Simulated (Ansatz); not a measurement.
All numbers were calculated with Ansatz.

A structure relaxed at PBE0-D4/def2-TZVP, charge 0, multiplicity 1:

```xyz
12

Si   -0.543   -1.210   -1.146
C    -0.049    0.581   -0.937
Sn    0.863    1.027    0.952
S     0.167   -0.595    2.595
H    -1.669   -1.548   -0.238
H    -0.983   -1.463   -2.547
H     0.606   -2.105   -0.848
H     0.673    0.862   -1.710
H    -0.921    1.229   -1.051
H     2.556    0.845    0.874
H     0.420    2.588    1.490
H    -1.120   -0.211    2.565
```

(1) Give its formula and SMILES.

(2) Summarise the bond lengths by kind.

Results:

(1) CH8SSiSn, `[SiH3][CH2][SnH2][SH]`.

(2) 1 × C–Si 1.870 Å; 3 × H–Si 1.485 to 1.490 Å; 1 × C–Sn 2.145 Å; 2 × C–H 1.093 to 1.094 Å; 1 × S–Sn 2.410 Å; 2 × H–Sn 1.705 to 1.710 Å; 1 × H–S 1.343 Å.
